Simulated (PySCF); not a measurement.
Geometries of 2 isomers of C2H7BN2, from PBE0-D3(BJ)/def2-SVP geometry optimisation, gas phase in PySCF 2.14.0. One conformer each, no zero-point energy, no frequencies.

Problem. Which isomer lies lower at this level?
A.
```xyz
12
angstrom
C     -1.276   -0.588   -0.310
N     -0.419    0.099    0.669
B      0.885    0.839    0.054
C      1.753   -0.302   -0.602
N      2.337   -1.189   -1.072
H     -1.635    0.149   -1.038
H     -0.667   -1.331   -0.841
H     -2.128   -1.080    0.179
H     -0.100   -0.564    1.379
H     -0.953    0.811    1.171
H      1.453    1.373    0.992
H      0.475    1.640   -0.770
```
B.
```xyz
12
angstrom
C      1.986    0.271   -0.069
C      0.824    0.619    0.495
B     -0.574   -0.010    0.124
N     -1.742    0.772    0.307
N     -0.634   -1.328   -0.391
H      2.941    0.740    0.198
H      2.036   -0.502   -0.846
H      0.856    1.420    1.248
H     -1.698    1.740    0.591
H     -2.674    0.462    0.075
H      0.175   -1.932   -0.396
H     -1.487   -1.788   -0.675
```

Solution. B. That is `C=CB(N)N`, 39.6 kcal/mol below the other.

| SMILES | atoms numbered as above | E (Eh) | relative (kcal/mol) | relative (kJ/mol) | dipole (D) |
| --- | --- | --- | --- | --- | --- |
| C=CB(N)N | [CH2:1]=[CH:2][B:3]([NH2:4])[NH2:5] | -214.43956 | 0.0 | 0.0 | 1.45 |
| C[NH2+][BH2-]C#N | [CH3:1][NH2+:2][BH2-:3][C:4]#[N:5] | -214.37651 | 39.6 | 165.5 | 7.46 |
